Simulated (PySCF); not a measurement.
C$_{8}$H$_{5}$NO: full NMR table

```yaml
Formula: C8H5NO
SMILES: N#CC(=O)c1ccccc1
Point_group_of_the_computed_structure: Cs
Degrees_of_unsaturation: 7
Carbon_signals: 6
Proton_signals: 3
```

Molfile (atoms numbered from 1):
```
C8H5NO
     RDKit          3D

 15 15  0  0  0  0  0  0  0  0999 V2000
    3.3348    1.5225    1.1688 N   0  0  0  0  0  0  0  0  0  0  0  0
    2.7358    0.7082    0.6046 C   0  0  0  0  0  0  0  0  0  0  0  0
    2.0032   -0.3517   -0.1257 C   0  0  0  0  0  0  0  0  0  0  0  0
    2.6273   -1.2385   -0.6557 O   0  0  0  0  0  0  0  0  0  0  0  0
    0.5308   -0.2314   -0.1398 C   0  0  0  0  0  0  0  0  0  0  0  0
   -0.2019   -1.2105   -0.8254 C   0  0  0  0  0  0  0  0  0  0  0  0
   -1.5874   -1.1348   -0.8633 C   0  0  0  0  0  0  0  0  0  0  0  0
   -2.2457   -0.0843   -0.2180 C   0  0  0  0  0  0  0  0  0  0  0  0
   -1.5200    0.8912    0.4653 C   0  0  0  0  0  0  0  0  0  0  0  0
   -0.1308    0.8205    0.5060 C   0  0  0  0  0  0  0  0  0  0  0  0
    0.3425   -2.0181   -1.3192 H   0  0  0  0  0  0  0  0  0  0  0  0
   -2.1620   -1.8950   -1.3968 H   0  0  0  0  0  0  0  0  0  0  0  0
   -3.3364   -0.0267   -0.2490 H   0  0  0  0  0  0  0  0  0  0  0  0
   -2.0389    1.7098    0.9682 H   0  0  0  0  0  0  0  0  0  0  0  0
    0.4447    1.5815    1.0395 H   0  0  0  0  0  0  0  0  0  0  0  0
  1  2  3  0
  2  3  1  0
  3  4  2  0
  3  5  1  0
  5  6  2  0
  6  7  1  0
  7  8  2  0
  8  9  1  0
  9 10  2  0
 10  5  1  0
  6 11  1  0
  7 12  1  0
  8 13  1  0
  9 14  1  0
 10 15  1  0
M  END
```

[PySCF 2.14: J couplings at B3LYP/pcJ-1 (without the spin–dipole term); coordinates at the PBE0-D3(BJ)/def2-SVP level; NMR shieldings at PBE0/pcSseg-1/GIAO; relativity neglected; a single conformation; one averaged value for each set of equivalent atoms; in vacuum]

δ = σ(ref) − σ, references computed at the same level: ¹H and ¹³C against TMS; ¹⁵N vs NH3; ¹⁷O vs H2O.

| carbon | δC, type | δH (multiplicity, J in Hz) | HMBC from (abs. J ≥ 3 Hz) | span of the C tensor (ppm) |
| --- | --- | --- | --- | --- |
| C2 | 117.8, C | – | – | 339 |
| C3 | 171.5, C | – | H11/H15 | 170 |
| C5 | 138.2, C | – | H12/H14 | 205 |
| C6/C10 | 137.2, CH | 8.45 (m) | H11/H15, H13 | 237 |
| C7/C9 | 134.6, CH | 7.74 (m) | H12/H14 | 236 |
| C8 | 142.7, CH | 7.85 (m) | H11/H15 | 246 |

Other nuclei:
```
atoms  nucleus                         environment  δ (ppm)  σ (ppm)
   N1      ¹⁵N                    nitrile nitrogen    315.4    -49.7
   O4      ¹⁷O  carbonyl oxygen of an acyl cyanide    652.2   -317.6
```

Selected couplings (Hz, signed; the shortest-range and largest first, 30 at most; isotopes ¹³C, ¹H): ¹J(C6,H11) 172.2, ¹J(C7,H12) 171.3, ¹J(C8,H13) 168.6, ³J(H11,H12) 8.9, ³J(H12,H13) 8.3.

1. Carbon types of the structure: 3 × C, 5 × CH, which accounts for all hydrogens.
2. δC 171.5: acyl cyanide carbonyl carbon.
3. δC 142.7, 137.2, 134.6: aromatic CH.
4. δC 138.2: substituted aromatic carbon.
5. δC 117.8: nitrile carbon; this is the usual window of a C≡N carbon, which has no attached hydrogen.
6. δH 8.45, 7.85, 7.74: hydrogen on an aromatic CH.

Splittings below 1 Hz are ignored in the labels, and close J values are merged. Couplings among chemically equivalent protons are left out too, so labels in AA′BB′ or AA′XX′ sets are apparent multiplicities. Unscaled 3J(H,H) at this level run about 10 % above measured values. Shifts are as computed. Against solution values, carbons near 30 ppm lie about +2 ppm off and those near 130 ppm about +5 ppm. Of 1211 compounds with measured shifts, 218 miss one by over three times the rms of a fit or turn the order of signals round; such compounds aren't used in these exercises. Unscaled 17O shifts of doubly bonded oxygen tend to come out too high, by tens of ppm or more. Experimental scales use liquid or dissolved standards, which lie at an offset from isolated NH3 (liquid NH3: subtract about 20 ppm) and H2O (liquid H2O: subtract about 36 ppm). Unscaled 15N shifts of sp2 nitrogen come out 20 to 40 ppm too high even then.
